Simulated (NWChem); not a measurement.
System: C2H5N3Si; SMILES N[Si@H]1C=NC=N1

```xyz
11

N     -0.1473     2.1443    -0.5262
Si     0.0410     0.7213     0.4236
C     -1.2831    -0.6253     0.1069
N     -0.7048    -1.7329    -0.2030
C      0.7555    -1.5448    -0.2249
N      1.3344    -0.4387     0.0258
H      0.4020     2.9657    -0.3013
H     -0.2943     2.0735    -1.5264
H      0.1803     1.1452     1.8370
H     -2.3720    -0.6137     0.1702
H      1.2999    -2.4577    -0.4783
```
Atoms are numbered in this order, from 1.

Results from NWChem. Structure relaxed at the B3LYP/6-31G* (spherical d) level. B3LYP is NWChem's, with the RPA form of VWN correlation.

Problem. Among these, which level gives the highest value of “orbital gap (eV)”?
(A) PBE0/def2-TZVP
(B) CAM-B3LYP/def2-TZVP
(C) PBE/def2-TZVP
(D) B3LYP/def2-TZVP

Solution. B, CAM-B3LYP/def2-TZVP. Values: PBE/def2-TZVP 2.59; B3LYP/def2-TZVP 4.60; PBE0/def2-TZVP 5.05; CAM-B3LYP/def2-TZVP 7.66
